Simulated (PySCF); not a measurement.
Ligand exchange on a metal centre used in film growth or etching (Ta OH-NH2). All species are isolated molecules in the gas phase. One relaxed conformer stands for each flexible species; it need not be the lowest.

The HOMO from two functionals at the same geometries (BP86-D3(BJ)/def2-SVP), both in PySCF: PBE-D3(BJ)/def2-TZVP and B3LYP-D3(BJ)/def2-TZVP. B3LYP has the VWN-RPA correlation part, as in Gaussian. 

```csv
species,PBE-D3(BJ)/def2-TZVP (eV)
0 of 5 OH replaced by NH2 ([Ta(OH)5]),-6.91
2 of 5 OH replaced by NH2 ([Ta(OH)3(NH2)2]),-5.46
3 of 5 OH replaced by NH2,-5.35
4 of 5 OH replaced by NH2 ([Ta(OH)(NH2)4]),-5.11
```

Q: What does B3LYP-D3(BJ)/def2-TZVP give for each?

A: 
- 0 of 5 OH replaced by NH2 ([Ta(OH)5]): -8.32
- 2 of 5 OH replaced by NH2 ([Ta(OH)3(NH2)2]): -6.66
- 3 of 5 OH replaced by NH2: -6.54
- 4 of 5 OH replaced by NH2 ([Ta(OH)(NH2)4]): -6.26
Over these rows, drawn at random from the members with no instability flagged (it was tested for open shells, ions and some series alone), PBE minus B3LYP-D3(BJ): mean +1.24 eV, from +1.15 eV to +1.41 eV.
